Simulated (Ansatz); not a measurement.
Reactions of C2H5FOSi (`FC1OC[SiH2]1`).

Program: Ansatz. Geometries: PBE0-D4/def2-TZVP. ΔE: electronic, gas phase. CBS: MP2 limit from def2 TZ/QZ plus the TZ coupled-cluster correction, frozen cores. This one scheme is used for every species, atoms too. DFT in def2-TZVPP. B3LYP here is the variant with VWN-RPA as its local correlation; programs differ in this. No spin–orbit coupling; open shells (•) take unrestricted orbitals. Spin–orbit coupling would lower the free atoms: a little for C, F, O, Si. One conformer a species, not always the lowest.

```tsv
reaction	B3LYP-D4 (kcal/mol)	r2SCAN-D4 (kcal/mol)	CCSD(T)/CBS(def2) (kcal/mol)
`FC1OC[SiH2]1` + H₂ → `C1OC[SiH2]1` + H–F	-15.2	-14.0	-18.1
`FC1OC[SiH2]1` → `C[C@H]1O[Si@H]1F`	-66.9	-68.5	-69.7
`FC1OC[SiH2]1` → `C=CO[SiH2]F`	-83.4	-80.6	-84.2
`FC1OC[SiH2]1` → `F[C@H]1O[C@H]1[SiH3]`	3.7	2.6	4.1
`FC1OC[SiH2]1` → 2 C• + F• + 5 H• + O• + Si•	874.2	880.1	876.8
`FC1OC[SiH2]1` → `C=C(F)[SiH2]O`	-45.4	-43.3	-45.5
`FC1OC[SiH2]1` → `F[SiH2]C1CO1`	-39.2	-39.7	-41.4
`FC1OC[SiH2]1` → `FC1CO[SiH2]1`	-27.0	-26.6	-28.0
`FC1OC[SiH2]1` + H₂S → `SC1OC[SiH2]1` + H–F	-3.1	-2.9	-6.2
```

Largest T1 diagnostic: 0.013, for `FC1OC[SiH2]1`.
